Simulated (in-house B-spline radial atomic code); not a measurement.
# RPA and G0W0 on PBE: K⁴⁺

Configuration [Ne] 3s2 3p3, highest spin, mean-field start PBE. Computed with an all-electron radial atomic-structure program (B-spline basis): all electrons, non-relativistic, point nucleus, each spin shell either full or empty, empty states to l = 9 with an (l + 1/2)⁻⁴ tail; G0W0 by contour deformation at full frequency.

Command:
```bash
python run_gw.py task.json out
```
Settings (radii: box in bohr, nucleus in fm):
```
Z                        19
electrons                15
configuration            [Ne] 3s2 3p3
hamiltonian              nr
method                   pbe,pbe
lmax                     9
spin_polarised           True
box_radius               11.96
intervals                48
```

Cost of the run: 1.2 s on 1 thread of Arm Neoverse V1 (shared host).

Energies (hartree):

```json
{"term": "mean-field total", "value": "-594.47232"}
{"term": "Hartree-Fock functional on these orbitals", "value": "-594.07342"}
{"term": "direct second order", "value": "-1.0745"}
{"term": "second-order exchange", "value": "0.39205"}
{"term": "SOSEX correction", "value": "0.35273"}
```

(1) What is the RPA correlation energy, and what remains with SOSEX?

Quasi-particle levels (eV):

```tsv
level	occupied	mean field	Σx - vxc	Σc	QP weight	G0W0
3p up	yes	-73.35	-8.47	?	?	?
3s down	yes	-85.78	-5.68	-2.74	0.945	-94.21
3p down	no	-68.22	10.18	-3.43	0.938	-61.46
```

G0W0 = mean field + (Σx - vxc) + Σc, with Σc (partial-wave tail included) taken at the quasi-particle energy. Only the outer levels were computed. Levels of low weight are left out.

(2) Where does G0W0 put 3p up?

Answers

(1) RPA gives -0.93569 hartree (-1.7 eV per electron); RPA + SOSEX gives -0.58296, and the second-order doubles -0.68241 hartree (no singles). RPA lacks exchange-type terms and so overcorrelates at short range.

(2) At -81.88 eV, with Σc = -0.06 eV and a quasi-particle weight of 0.937. The tabulated removal energy is 82.66 ± 0.16 eV (NIST, semi-empirical); the calculation leaves out relativity, Breit and QED terms, and what these don't explain is the method's own error.
